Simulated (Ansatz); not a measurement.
Start from `B[SiH2]Br` and change one element to get `B[SiH2]F`.

Ansatz, PBE0-D4/def2-TZVP geometries, multiplicity 1. 

Scalar relativity is left out up to krypton.

```csv
property,`B[SiH2]Br`
size of the dipole moment (PBE/def2-TZVPP) / D,1.53
HOMO energy (ωB97M-V/def2-TZVPP) / eV,-10.20
"ideal-gas entropy at 298 K and 1 bar (rigid rotor, harmonic PBE0-D4/def2-TZVP) / J/(mol·K)",319
HOMO energy (B3LYP/def2-TZVPP) / eV,-7.81
LUMO energy (PBE0/def2-TZVPP) / eV,-2.80
size of the dipole moment (ωB97M-V/def2-TZVPP) / D,1.68
```

(1) What does the change do to each property? (Estimate.)

Answers

(1) Ansatz gave: 
```json
{"property": "size of the dipole moment (PBE/def2-TZVPP) / D", "`B[SiH2]F`": "1.30", "shift": "-0.23"}
{"property": "HOMO energy (ωB97M-V/def2-TZVPP) / eV", "`B[SiH2]F`": "-10.71", "shift": "-0.51"}
{"property": "ideal-gas entropy at 298 K and 1 bar (rigid rotor, harmonic PBE0-D4/def2-TZVP) / J/(mol·K)", "`B[SiH2]F`": "289", "shift": "-30"}
{"property": "HOMO energy (B3LYP/def2-TZVPP) / eV", "`B[SiH2]F`": "-8.34", "shift": "-0.53"}
{"property": "LUMO energy (PBE0/def2-TZVPP) / eV", "`B[SiH2]F`": "-2.70", "shift": "0.10"}
{"property": "size of the dipole moment (ωB97M-V/def2-TZVPP) / D", "`B[SiH2]F`": "1.41", "shift": "-0.27"}
```

With PBE0 the HOMO falls by 0.48 eV and the LUMO rises by 0.10 eV, so the gap widens by about 0.58 eV. PBE moves the HOMO by -0.41 eV and ωB97M-V by -0.51 eV. Dipoles are sizes alone; their direction can turn.

B3LYP here is the variant with VWN-RPA as its local correlation; programs differ in this.

Spin–orbit coupling is left out; it splits and shifts lone-pair levels of the heavy atoms by tenths of an eV.
